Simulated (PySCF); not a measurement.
**The third ionisation energy along group 15**

All values are computed (PySCF 2.14, energy differences of UHF-based or UKS calculations, no spin-orbit coupling). Values in eV. The last column holds reference values (NIST; (s) semi-empirical, (t) theoretical, else measured). Unmarked ones compare directly (S terms, centres of terms, or small fine structure); those marked * lie between the lowest fine-structure levels and include a spin-orbit shift.

| element | configurations | UHF | MP2 (valence) | SCS-MP2 (valence) | CCSD (valence) | CCSD(T) (valence) | reference |
| --- | --- | --- | --- | --- | --- | --- | --- |
| As (cc-pVTZ-PP with ECP10MDF, ECP) | [Ar] 3d10 4s2 4p1 → [Ar] 3d10 4s2 | 27.475 | 27.734 | 27.723 | 27.815 | 27.834 | 28.349 ± 0.012 * |
| Sb (cc-pVTZ-PP with ECP28MDF, ECP) | [Kr] 4d10 5s2 5p1 → [Kr] 4d10 5s2 | 24.128 | 24.348 | 24.339 | 24.420 | 24.436 | 25.323 * |
| Bi (cc-pVTZ-PP with ECP60MDF, ECP) | [Xe] 4f14 5d10 6s2 6p1 → [Xe] 4f14 5d10 6s2 | 23.016 | 23.209 | 23.199 | 23.264 | 23.274 | 25.571 * |

"Valence" correlates the outer s and p shells and, in groups 3 to 12 and the f block, the outer d or f shell, open or full, or the next shell where the ion has no valence electron left; the wider scheme adds the next inner shell.
